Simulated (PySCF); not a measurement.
Numbering as in the mapped SMILES `[CH3:1][O:2][Si:3]([CH3:4])([CH3:5])[CH3:6]`. Each H is labelled by its parent atom.

Geometry: PBE0-D3(BJ)/def2-TZVP; GIAO shifts from PySCF 2.14, gas phase, non-relativistic, averaged over equivalent atoms.

At wB97X-D/pcSseg-2 (391 basis functions):
| atoms | δ (ppm) |
| --- | --- |
| C1 | 53.0 |
| C4/C5/C6 | -1.4 |
| O2 | 15.7 |
| Si3 | 19.7 |
| H(C1) | 3.49 |
| H(C4)/H(C5)/H(C6) | 0.07 |

References, each an isolated molecule treated in the same way: ¹³C (σ = 186.29 ppm), ²⁹Si (σ = 341.45 ppm), ¹H (σ = 31.63 ppm) vs TMS; ¹⁷O (σ = 328.24 ppm) against H2O.

**Question.** Estimate the result of repeating the calculation with PBE0/pcSseg-2.

**Answer.** 
```
            atoms  δ at PBE0/pcSseg-2  change
               C1                53.0    +0.0
         C4/C5/C6                -1.6    -0.2
               O2                19.6    +3.9
              Si3                20.2    +0.5
            H(C1)                3.50   +0.01
H(C4)/H(C5)/H(C6)                0.07   +0.00
```

δ = σ(ref) − σ, references computed at the same level: ¹³C (σref 186.03), ²⁹Si (σref 342.20), ¹H (σref 31.52) against TMS; ¹⁷O (σref 329.54) against H2O.

The largest change is at O2 (oxygen bonded to C, Si). Cost: 391 basis functions.

Experimental scales use liquid or dissolved standards, which lie at an offset from isolated H2O (liquid H2O: subtract about 36 ppm).
